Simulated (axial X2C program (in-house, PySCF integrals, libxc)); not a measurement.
# Which molecule has these constants?

All values come from calculations with an axial X2C code built on PySCF integrals, spin-free (one-electron X2C) or two-component (2c: spin–orbit coupling with atomic mean-field Coulomb and Gaunt terms, which also bring small scalar terms), in Dyall basis sets with cores contracted in-house; open shells are unrestricted.

A two-component PBE0 calculation in a Dyall 3-zeta basis gave Re = 1.571 Å, ωe = 1141.9 cm⁻¹, De = 2.93 eV, Ω = 3/2.

**Question.** Which molecule is it?
A. BC⁺
B. BeC⁺
C. CF⁺
D. CO⁺
E. LiC⁺

**Answer.** B. The others have LiC⁺ 2.288 Å and 328.1 cm⁻¹ (Ω = 2); BC⁺ 1.431 Å and 1425.2 cm⁻¹ (Ω = 2); CF⁺ 1.153 Å and 1814.9 cm⁻¹ (Ω = 0); CO⁺ 1.106 Å and 2330.4 cm⁻¹ (Ω = 1/2).

Each entry is the lowest single determinant of a limited PBE0 search at one distance. De goes to single-determinant-based atoms at the same level (for ions the charge split of lowest energy) and is withheld (n/a) where an atom does not fit its ground term or J level. Main or longest-lived isotopes. One determinant is a doubtful description, or other states lie close, for BeC⁺, LiC⁺, BC⁺; these need not be ground states, and all values refer to the states named. Some open-shell Ω = 0 determinants are out of reach, so the Ω given for LiC⁺, BC⁺ need not be the lowest component. With several unpaired electrons the Ω given is that of one determinant, not necessarily of the lowest component. Some light 2c atoms are not at their ground J level, so De misses part of their lowering (0.04 eV or less). The functionals have no current term, which raises determinants with orbital currents. Where the atoms have a lower orbital projection than the molecule, De at mean-field level may be about a tenth of an eV too small.
